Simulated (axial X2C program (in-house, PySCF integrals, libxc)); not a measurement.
## Low determinants of Ge⁺

Computed with an axial X2C code built on PySCF integrals, basis dyall-cv3z (cores contracted in-house), spin-free (one-electron X2C) and two-component (2c, atomic mean-field Coulomb and Gaunt terms). Energies in eV from the lowest row of each column (rows without correlated energies are left out; n/a marks j-coupled starts, which PBE0 does not hold); electrons by l are Mulliken totals of the Hartree–Fock solution, and PBE0 can relax to another configuration under the same block occupation. Coupled cluster uses truncated natural virtuals with an MP2 remainder. Frozen shells in the correlated columns: 3 s, 2 p.

The low spin-free determinants:

```tsv
electrons by l	M_S, M_L	HF	MP2	CCSD(T)	PBE0
s8 p13 d10	1/2, 1	0.08	0.00	0.00	0.05
s8 p13 d10	1/2, 0	0.00	0.01	0.00	0.00
```

And the two-component ones:

```tsv
electrons by l	2M_J	HF	MP2	CCSD(T)	PBE0
s8 p13 d10	1	0.00	0.00	0.00	0.00
s8 p13 d10	1	0.21	0.15	0.14	n/a
s8 p13 d10	1	0.20	0.21	0.21	n/a
s8 p13 d10	3	0.31	0.19	0.21	0.18
```

Ground level as tabulated from the NIST Atomic Spectra Database (leading term): 2S+1 = 2, L = 1, J = 1/2.

Spin-free rows of one term, and 2c rows of one J level, should be degenerate; broken spherical symmetry, the missing current term of PBE0 and determinants that mix terms or J levels spread them. The search is wide but not exhaustive and can miss a configuration; gaps between s and d configurations can be off by some tenths of an eV with this basis and core.

The run took 87 s on 1 thread of Intel(R) Xeon(R) Processor @ 2.30GHz, with other jobs on the host.
